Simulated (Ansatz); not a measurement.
Consider the redistribution: `[SiH3]NBS` + `[NH2][Al]([F])[PH2]` → `PBS` + `[NH2][Al]([F])[NH][SiH3]`.

Program: Ansatz. Geometries: PBE0-D4/def2-TZVP. ΔE: electronic, gas phase. CBS: MP2 limit from def2 TZ/QZ plus the TZ coupled-cluster correction, frozen cores. Functionals use def2-TZVPP. B3LYP here is the variant with VWN-RPA as its local correlation; programs differ in this. One conformer a species, not always the lowest.

```csv
level,ΔE (kJ/mol)
PBE-D4,45.7
B3LYP-D4,40.6
B3LYP,43.4
HF/def2-QZVPP,40.3
```

(1) What does CCSD(T)/CBS give? (Best estimate.)

Largest T1 diagnostic among the species: 0.016.

Results:

(1) Ansatz gave: +39.5 kJ/mol. The listed levels differ from it by 6.2, 1.1, 3.9, 0.8 kJ/mol.
